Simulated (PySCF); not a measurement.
SnH3(nBu), C4H12Sn.
Structure used (PBE0-D3(BJ)/def2-SVP), in Å, numbered top down from 1:
```
atom  x, y, z in Å
Sn1    1.399    1.910    1.611
H2     1.379    1.938    3.327
H3     3.030    1.899    1.071
H4     0.635    3.331    1.020
C5     0.372    0.163    0.863
C6     0.340    0.081   -0.660
C7    -0.310   -1.190   -1.206
C8    -1.791   -1.328   -0.888
H9     0.876   -0.719    1.293
H10   -0.645    0.182    1.288
H11   -0.194    0.959   -1.068
H12    1.368    0.147   -1.057
H13   -0.170   -1.213   -2.301
H14    0.236   -2.068   -0.816
H15   -2.218   -2.231   -1.350
H16   -1.975   -1.400    0.196
H17   -2.361   -0.462   -1.262
```

Computed with PBE0-D3(BJ)/def2-SVP geometry optimisation, gas phase, def2 core potentials past Kr in PySCF 2.14.0.

Masses are those of the commonest isotopes; rigid-rotor values at the optimised geometry. The values belong to one conformer.

**Question.** What are A, B and C (MHz)?

**Answer.** Ia = 48.95, Ib = 647.67, Ic = 664.91 u·Å²; 505379 MHz·u·Å²/I gives A = 10324, B = 780.3, C = 760.1 MHz.

**Question.** What kind of rotor is it?

**Answer.** A near-prolate asymmetric top: κ = (2 × 780.3 − 10324 − 760.1)/(10324 − 760.1) = -1.00.

**Question.** What does the inertial defect say?

**Answer.** Not planar: Δ = Ic − Ia − Ib = -31.72 u·Å². For a rigid frame Δ = −2 Σ m c², so Σ m c² = 15.86 u·Å² lies off the ab plane: 11.57 from hydrogen and 4.29 from heavier atoms. The atom farthest from that plane is 1.72 Å away.

**Question.** Give the other two planar moments, Paa and Pbb, and the rms extents of the mass along the axes.

**Answer.** Paa = Σ m a² = (Ib + Ic − Ia)/2 = 631.82 and Pbb = Σ m b² = (Ia + Ic − Ib)/2 = 33.09 u·Å². With the mass M = 180.00 u, the rms extents √(P/M) along a, b and c are 1.87, 0.43, 0.30 Å.

**Question.** List the rotational levels J(Ka,Kc) to J = 5 (cm⁻¹).

**Answer.** Above 0(0,0):
J = 1: 1(0,1) 0.0514, 1(1,1) 0.3697, 1(1,0) 0.3704
J = 2: 2(0,2) 0.1541, 2(1,2) 0.4718, 2(1,1) 0.4738, 2(2,1) 1.4289, 2(2,0) 1.4289
J = 3: 3(0,3) 0.3083, 3(1,3) 0.6249, 3(1,2) 0.6290, 3(2,2) 1.5830, 3(2,1) 1.5830, 3(3,1) 3.1764, 3(3,0) 3.1764
J = 4: 4(0,4) 0.5138, 4(1,4) 0.8291, 4(1,3) 0.8359, 4(2,3) 1.7885, 4(2,2) 1.7886, 4(3,2) 3.3820, 4(3,1) 3.3820, 4(4,1) 5.6128, 4(4,0) 5.6128
J = 5: 5(0,5) 0.7707, 5(1,5) 1.0843, 5(1,4) 1.0945, 5(2,4) 2.0454, 5(2,3) 2.0455, 5(3,3) 3.6389, 5(3,2) 3.6389, 5(4,2) 5.8697, 5(4,1) 5.8697, 5(5,1) 8.7378, 5(5,0) 8.7378
Those of J = 1 are B + C, A + C and A + B.

**Question.** Predict some low-J microwave lines.

**Answer.** The dipole components are |μa| = 0.92 D, |μb| = 0.09 D, |μc| = 0.21 D. The squared components, which scale the intensities, stand as 1.00 : 0.01 : 0.05 (a : b : c). Some lines, for components of 0.1 D or more:

| type | branch | J(Ka,Kc) | MHz | lower level (cm⁻¹) |
| --- | --- | --- | --- | --- |
| a | R | 1(0,1) ← 0(0,0) | 1540 | 0.000 |
| a | R | 2(1,2) ← 1(1,1) | 3061 | 0.370 |
| a | R | 2(0,2) ← 1(0,1) | 3081 | 0.051 |
| a | R | 2(1,1) ← 1(1,0) | 3101 | 0.370 |
| a | R | 3(1,3) ← 2(1,2) | 4591 | 0.472 |
| a | R | 3(0,3) ← 2(0,2) | 4621 | 0.154 |
| a | R | 3(2,2) ← 2(2,1) | 4621 | 1.429 |
| a | R | 3(2,1) ← 2(2,0) | 4621 | 1.429 |
| a | R | 3(1,2) ← 2(1,1) | 4651 | 0.474 |
| c | Q | 3(1,3) ← 3(0,3) | 9493 | 0.308 |
| c | Q | 2(1,2) ← 2(0,2) | 9524 | 0.154 |
| c | Q | 1(1,1) ← 1(0,1) | 9544 | 0.051 |
| c | R | 1(1,0) ← 0(0,0) | 11104 | 0.000 |
| c | R | 3(1,2) ← 2(0,2) | 14236 | 0.154 |
| c | Q | 3(2,2) ← 3(1,2) | 28601 | 0.629 |
| c | Q | 2(2,1) ← 2(1,1) | 28631 | 0.474 |
| c | R | 2(2,0) ← 1(1,0) | 31732 | 0.370 |
| c | R | 2(2,1) ← 1(1,1) | 31753 | 0.370 |
| c | R | 3(2,1) ← 2(1,1) | 33253 | 0.474 |
| c | R | 3(2,2) ← 2(1,2) | 33313 | 0.472 |
| c | Q | 3(3,1) ← 3(2,1) | 47769 | 1.583 |
| c | R | 3(3,0) ← 2(2,0) | 52391 | 1.429 |

Atoms past krypton carry def2 core potentials. Whether it is a minimum is left open (no frequencies). These are rigid-rotor constants of the computed structure; measured ground-state constants (B0) also hold zero-point vibration. A rigid rotor knows nothing of internal rotation, which can split or shift real lines.
